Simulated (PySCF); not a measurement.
How methods differ on the ionisation energy of Ag²⁶⁺

Ag²⁶⁺ [Ar] 3d3 [3d3/2^3, M_J = 3/2] → Ag²⁷⁺ [Ar] 3d2 [3d3/2^2, M_J = 2], as a difference of total energies. Computed with PySCF 2.14 in an even-tempered Gaussian basis (16 s from 3.7 bohr⁻², ratio 2.8; 12 p from 4.8 bohr⁻², ratio 2.8; 8 d from 4.8 bohr⁻², ratio 2.8; 3 f from 16 bohr⁻², ratio 3), with the two-component X2C-1e Hamiltonian. Correlated levels: [Ne] frozen; the 74 highest virtual spinors dropped. "Screened" scales the spin-orbit matrix elements by Boettger's factors to mimic the two-electron term; Breit and QED terms are absent.

| method | ionisation energy (eV) |
| --- | --- |
| GHF (spin-free) | 1381.5 |
| GMP2 (spin-free) | 1381.6 |
| GHF (screened spin-orbit) | 1381.4 |
| GMP2 (screened spin-orbit) | 1381.6 |

Breit and QED terms and the two-electron picture change are absent.

The spin-free rows relax to the high-spin LS determinant and lack the spin-orbit shift.

The labels give the starting determinants; with spin-orbit coupling the two ends relaxed to ⟨J²⟩ = 4.89, ⟨L²⟩ = 10.82, ⟨S²⟩ = 3.16 and ⟨J²⟩ = 6.19, ⟨L²⟩ = 10.89, ⟨S²⟩ = 1.67.

The determinant of Ag²⁶⁺ mixes levels of different J (the jj label is only the starting occupation), so the difference between spin-free and spin-orbit rows is not the physical spin-orbit shift.

For comparison: 1382 ± 4 eV (theoretical estimate listed by NIST; NIST Atomic Spectra Database, ionization energies).
